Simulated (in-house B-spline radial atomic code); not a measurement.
K⁺. Computed with a B-spline radial atomic code. Model: non-relativistic spherical atom: semilocal Troullier-Martins pseudo-atom, one channel per l, against all electrons, high spin, G0W0 and RPA with empty states to l = 8, local potential for every l without a channel, a model core (radius 0 = none) keeps its share of the functional.

What the tables leave out is listed at the end.

The pseudopotential gives back the lowest level of each angular momentum of its own functional in the configuration it was made in; a second state of the same l is only approximately right. Exact exchange, RPA and GW see the smooth pseudo-orbitals and miss the exchange with the core, for which the functional's share stands in. The column with an uncorrelated core keeps all orbitals and exact exchange, and so separates missing core correlation from pseudisation. Only the three outermost levels and the lowest empty one were computed. RPA here is direct RPA, with no exchange kernel, and its energies carry an (l + 1/2)⁻⁴ tail. A hybrid on a potential with a model core restores only its own semilocal share of the core's exchange.

Command:
```bash
python run_psgw.py task.json out
```
Settings (lengths in bohr, energies in hartree):
```
Z                      19
electrons              18
configuration          [Ne] 3s2 3p6
generated_in           [Ar] 4s1
functional             lda,vwn
core_shells            3
radius_factor          1
core_correction        True
```

Run time, properties included: 17 s on 1 thread of Arm Neoverse N1, on a shared host.

Given: made with LDA VWN5; model core radius 0.671 bohr; local radius 1.094 bohr; mean-field start LDA VWN5.

Valence shells of the generating configuration: 3s, 3p, 4s.

Channel: s 1.083, p 1.158 (radii in bohr).

Computed: largest level miss in the spin-unpolarised generating configuration 0.01 eV; valence RPA correlation energy all-electron orbitals -0.44744 hartree; all-electron RPA polarisability, core included 5.1997 bohr³; pseudo-atom RPA polarisability 5.0945 bohr³.

| level | occupied | mean-field all-electron (eV) | mean-field pseudo minus all (eV) | G0W0 all-electron (eV) | G0W0 uncorrelated core minus all (eV) | G0W0 pseudo minus all (eV) | exchange self-energy all-electron (eV) | exchange self-energy pseudo (eV) |
| --- | --- | --- | --- | --- | --- | --- | --- | --- |
| 3p | 1 | -24.99 | -0.018 | -31.524 | 0.133 | -0.334 | -27.898 | -24.89 |
| 4s (empty) | 0 | -6.0886 | -0.028 | -4.1035 | 0.015 | -0.015 | -1.3891 | -1.0018 |

What is the valence RPA correlation energy pseudo?

-0.44438 hartree.

Given: mean-field start PBE0.

Computed: valence RPA correlation energy all-electron orbitals -0.41577 hartree; valence RPA correlation energy pseudo -0.41531 hartree; pseudo-atom RPA polarisability 4.6249 bohr³.

```csv
level,occupied,mean-field all-electron (eV),mean-field pseudo minus all (eV),G0W0 all-electron (eV),G0W0 uncorrelated core minus all (eV),G0W0 pseudo minus all (eV),exchange self-energy all-electron (eV),exchange self-energy pseudo (eV)
3p,1,-26.922,0.006,-31.708,0.131,-0.046,-27.839,-24.887
4s (empty),0,-5.5434,0.003,-4.2048,0.012,0.009,-1.1046,-0.80285
```

What is the all-electron RPA polarisability, core included?

4.6844 bohr³.

Among the listed levels the largest G0W0 shift of the pseudo-atom is -0.33 eV, for 3p on the LDA VWN5 start, while leaving the core uncorrelated moves that level by +0.13 eV. So pseudisation and the lost core exchange, not the missing core correlation, make the error. Not in the tables (levels of low weight, unsolved or above zero; the highest and the empty levels are kept at any weight): on LDA the G0W0 levels 3s (pseudo minus all -0.77 eV, weights 0.49 and 0.48); on PBE0 the G0W0 levels 3s (pseudo minus all -0.23 eV, weights 0.67 and 0.67); no Hartree-Fock pseudo-atom is run with a model core.
